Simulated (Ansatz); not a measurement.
`OC(F)[SiH2][SiH3]` and `BNC(O)F` differ in one atom or group.

Ansatz, PBE0-D4/def2-TZVP geometries, multiplicity 1. Each molecule was computed in one conformer, which needn't be the lowest.

```
                                      property  `OC(F)[SiH2][SiH3]`
             HOMO energy (PBE/def2-TZVPP) / eV                -6.92
             LUMO energy (PBE/def2-TZVPP) / eV                -0.81
           HOMO–LUMO gap (PBE/def2-TZVPP) / eV                 6.11
            HOMO energy (PBE0/def2-TZVPP) / eV                -8.26
size of the dipole moment (PBE/def2-TZVPP) / D                 1.64
            LUMO energy (PBE0/def2-TZVPP) / eV                 0.02
```

(1) Give the same properties after the change, and the shifts. (An estimate is asked.)

## Answers

(1) Computed: 
```json
{"property": "HOMO energy (PBE/def2-TZVPP) / eV", "`BNC(O)F`": "-7.23", "shift": "-0.31"}
{"property": "LUMO energy (PBE/def2-TZVPP) / eV", "`BNC(O)F`": "-1.28", "shift": "-0.47"}
{"property": "HOMO–LUMO gap (PBE/def2-TZVPP) / eV", "`BNC(O)F`": "5.96", "shift": "-0.15"}
{"property": "HOMO energy (PBE0/def2-TZVPP) / eV", "`BNC(O)F`": "-8.76", "shift": "-0.50"}
{"property": "size of the dipole moment (PBE/def2-TZVPP) / D", "`BNC(O)F`": "1.74", "shift": "0.10"}
{"property": "LUMO energy (PBE0/def2-TZVPP) / eV", "`BNC(O)F`": "-0.32", "shift": "-0.34"}
```

With PBE0 the HOMO falls by 0.50 eV and the LUMO falls by 0.34 eV, so the gap widens by about 0.16 eV. PBE moves the HOMO by -0.31 eV and ωB97M-V by -0.81 eV. Dipoles are sizes alone; their direction can turn.
